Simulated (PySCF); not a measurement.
# UHF on Si (silicon, neutral)

Configuration: [Ne] 3s2 3p2, high-spin 3P determinant. All numbers are calculated (PySCF 2.14, the spin-free X2C one-electron Hamiltonian (Gaussian nucleus), in dyall-acv3z (19s12p6d4f, 113 functions)).

```json
{
  "Total energy": "-289.463284 hartree",
  "One-electron energy": "-401.4055 hartree",
  "Hartree (Coulomb) energy": "132.3157 hartree",
  "Exchange energy": "-20.3735 hartree",
  "⟨S²⟩": "2.0155",
  "⟨L²⟩": "2.047",
  "Sum of ⟨r⟩": "14.45 bohr",
  "Sum of ⟨r²⟩": "32.11 bohr²",
  "Traceless quadrupole moment −½Σ⟨3z² − r²⟩ along its main axis": "3.64 e·bohr²",
  "Langevin diamagnetic susceptibility": "-25.4 ×10⁻⁶ cm³/mol"
}
```

```
shell  electrons  mean orbital energy (hartree)  spread (hartree)  rms radius, mean of both spins (bohr)
 1s α          1                      -68.98050                 0                                  0.129
 1s β          1                      -68.97040                 0                                  0.129
 2s α          1                       -6.18665                 0                                  0.612
 2s β          1                       -6.17565                 0                                  0.612
 2p α          3                       -4.26385           0.01123                                  0.599
 2p β          3                       -4.24268           0.01309                                  0.599
 3s α          1                       -0.62162                 0                                   2.38
 3s β          1                       -0.46475                 0                                   2.38
 3p α          2                       -0.30097                 0                                   2.99
```

Densities and radii are taken from the X2C orbitals without a picture-change correction, which distorts them close to the nucleus.

Spin-orbit constants ζ (cm⁻¹) from the X2C one-electron operator on these orbitals: bare nucleus, nucleus screened by l(l+1)(2l+1)/3 electrons, and screened by the Breit-Pauli mean field of the electrons.

| shell | bare | screened nucleus | mean field |
| --- | --- | --- | --- |
| 2p | 3890 | 3335 | 3085 |
| 3p | 167.5 | 143.5 | 129.8 |

To first order the Landé constant is A = 64.88 cm⁻¹, so the lowest level has J = 0 and lies 0.0161 eV below the centre of the term. This holds in LS coupling only.
